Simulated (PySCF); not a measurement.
C₄H₁₄OSi₂, charge +1, doublet, geometry from GFN2-xTB (a state made from the parent by changing its charge; the spin is typed, not shown lowest). Base run: DF-BLYP/def2-SV(P) (PySCF).

The PySCF input:
```python
from pyscf import gto, scf, dft

mol = gto.M(
    atom='''
C     2.31256238    1.47377799   -0.10560555
Si    1.60171253   -0.19645022    0.53165561
C     2.17516150   -1.47891052   -0.78269725
O    -0.01612077   -0.09005236    0.39597527
Si   -1.64122099   -0.02424832    0.43879276
C    -2.13381376    1.70988349   -0.23292951
C    -2.27121464   -1.24280502   -0.91002121
H     1.98608715    1.68048117   -1.12014935
H     1.97121535    2.27051280    0.54685704
H     3.39576124    1.43973189   -0.08346275
H     1.90144429   -0.52792171    1.91632573
H     1.75171238   -2.44651593   -0.53482191
H     3.25646879   -1.55360567   -0.76987583
H     1.85231615   -1.19420255   -1.77935349
H    -2.05286756   -0.31794515    1.80309225
H    -1.72994077    1.87780470   -1.22655946
H    -3.21402241    1.79071575   -0.27273684
H    -1.74786666    2.46799850    0.44035947
H    -1.96736964   -2.24903023   -0.64131948
H    -1.86371177   -0.99687902   -1.88576360
H    -3.35331486   -1.20262181   -0.95914992
''',
    basis='def2-sv(p)',
    charge=1,
    spin=1,
    verbose=5,
)

mf = dft.UKS(mol)
mf.xc = 'blyp'
mf = mf.density_fit(auxbasis='def2-universal-jkfit')
mf.kernel()
```

Variants of this job, named by their change:

```
change                          ΔE vs base (mEh)  grid points  electrons on the grid
------------------------------  ----------------  -----------  ---------------------
base                                       0.000       246232               73.00001
grids.prune = off                          0.000       394096               73.00003
grids.level = 2                            0.003       155104               73.00002
grids.level = 7                            0.005      1308952               73.00000
grids.atom_grid = (75, 302)                0.000       306024               73.00003
grids.level = 0                            151.3        17360               72.97876
grids.atom_grid = (50, 194)               -0.051       138744               73.00007
grids.atom_grid = (99, 590)                0.006       681704               73.00000
grids.radi_method = delley                 0.001       264904               73.00001
grids.atom_grid = (30, 110)                0.068        51768               73.00172
grids.becke_scheme = stratmann             0.001       246232               73.00001
```

Open shells are given as the SCF converged; they aren't shown to be the lowest states, and a large step between rows can be another state.
